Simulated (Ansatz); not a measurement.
Reaction (SMILES): F[B]B(F)F → 2 B atom + 3 F atom
B3LYP-D3(BJ)/def2-TZVP geometries, fixed; electronic energies without zero-point terms.
Largest species:
```
B
F 1 1.3291
F 1 1.3291 2 117.62
B 1 1.6631 2 120.74 3 -169.25
F 4 1.2931 1 141.53 2 -95.54
```
Charge 0, spin multiplicity 2.

Basis-set convergence of the atomisation energy at PBE0 with Ansatz (a quantum-chemistry and plane-wave program). All functions are spherical. The program fits the integrals of some runs and decomposes those of others, by size. Species with rotatable bonds are taken in one conformer. Open shells are unrestricted. No added dispersion term, no relativity. Functions are those of the species that has most. Reference: the value in aug-cc-pVQZ, 534.15 kcal/mol, itself unsure by roughly 0.44 kcal/mol (its mean distance from def2-QZVPPD, pcseg-3, def2-QZVPP). Deviations are taken from unrounded values.

| basis | functions | atomisation energy (kcal/mol) |
|---|---|---|
| cc-pVDZ | 70 | 523.00 |
| aug-cc-pVDZ | 115 | 516.72 |
| def2-SVP | 70 | 544.39 |
| def2-SVPD | 109 | 535.61 |
| pcseg-1 | 70 | 526.07 |
| aug-pcseg-1 | 115 | 527.96 |
| 6-311G** | 90 | 526.54 |
| 6-311+G** | 110 | 521.45 |
| cc-pVTZ | 150 | 535.43 |
| aug-cc-pVTZ | 230 | 532.98 |
| pcseg-2 | 150 | 534.42 |
| aug-pcseg-2 | 230 | 534.86 |
| def2-TZVPP | 155 | 533.44 |
| def2-TZVPPD | 194 | 532.54 |
| cc-pVQZ | 275 | 535.16 |
| aug-cc-pVQZ | 400 | 534.15 |
| def2-QZVPP | 285 | 533.70 |
| def2-QZVPPD | 324 | 533.54 |

What the diffuse functions change, pair by pair:
- cc-pVDZ to aug-cc-pVDZ: 45 more functions, deviation -11.15 to -17.43 kcal/mol
- def2-SVP to def2-SVPD: 39 more functions, deviation 10.24 to 1.46 kcal/mol
- pcseg-1 to aug-pcseg-1: 45 more functions, deviation -8.08 to -6.19 kcal/mol
- 6-311G** to 6-311+G**: 20 more functions, deviation -7.61 to -12.70 kcal/mol
- cc-pVTZ to aug-cc-pVTZ: 80 more functions, deviation 1.28 to -1.17 kcal/mol
- pcseg-2 to aug-pcseg-2: 80 more functions, deviation 0.27 to 0.71 kcal/mol
- def2-TZVPP to def2-TZVPPD: 39 more functions, deviation -0.71 to -1.62 kcal/mol
- cc-pVQZ to aug-cc-pVQZ: 125 more functions, deviation 1.01 to 0.00 kcal/mol
- def2-QZVPP to def2-QZVPPD: 39 more functions, deviation -0.45 to -0.61 kcal/mol

Leaving out the reference's own pair, they bring the value nearer the reference by more than 0.44 kcal/mol in 2 of 8 pairs.
